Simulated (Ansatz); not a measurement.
Two isomers of CH5FGeSSi: A = `[F][GeH]1[CH2][SiH2][S]1`, B = `F[Si]1([GeH3])CS1`.

Isolated molecules relaxed with PBE0-D4/def2-TZVP in Ansatz; ΔE leaves out vibrations. CCSD(T)/CBS is the MP2 limit (def2-TZVPP, def2-QZVPP) plus CCSD(T) − MP2 in def2-TZVPP, frozen cores. DFT in def2-TZVPP. B3LYP here is the variant with VWN-RPA as its local correlation; programs differ in this. For Ge outer-core shells are correlated without core-valence functions, which leaves a few kJ/mol of doubt a bond. Scalar relativity is left out up to krypton.

A:

```xyz
10

F    -1.689    2.093    0.115
Ge   -1.367    0.391   -0.054
C     0.244   -0.092    0.938
Si    1.200   -0.452   -0.647
S    -0.414   -0.031   -2.016
H    -2.720   -0.292    0.178
H     0.623    0.754    1.514
H     0.110   -0.950    1.598
H     1.649   -1.863   -0.760
H     2.364    0.442   -0.866
```

B:

```xyz
10

F     2.183   -0.467    0.312
Si    0.646   -0.383   -0.113
Ge   -0.118    1.851   -0.018
C    -0.398   -1.843    0.249
S    -0.052   -1.662   -1.588
H     0.269    2.498    1.320
H    -1.645    1.825   -0.160
H     0.497    2.657   -1.170
H    -1.451   -1.747    0.496
H     0.067   -2.729    0.673
```

(1) Which is lower in electronic energy at CCSD(T)/CBS, and by how much? (An estimate is asked.)

(2) Give E(B) − E(A) in kJ/mol with MP2/def2-TZVPP, PBE0-D4, B2PLYP, r2SCAN-D4, HF/def2-TZVPP, B3LYP-D4, CCSD(T)/def2-TZVPP. (An estimate is asked.)

Largest T1 diagnostic: 0.013.

Results:

(1) Ansatz gave: A, by 77.6 kJ/mol.

(2) The calculation gave: MP2/def2-TZVPP 86.4, PBE0-D4 73.1, B2PLYP 74.6, r2SCAN-D4 69.6, HF/def2-TZVPP 90.5, B3LYP-D4 69.8, CCSD(T)/def2-TZVPP 80.0. None reverses the order clearly.

From PBE to PBE0 (25 % exact exchange), in def2-TZVPP and without D4, E(B) − E(A) moves by +9.1 kJ/mol. The D4 term adds +3.8 kJ/mol with B3LYP and +1.8 kJ/mol with PBE0; it sums over pairs of atoms, weighted by their polarisabilities, and B3LYP, whose exchange is more repulsive, gets the larger term.
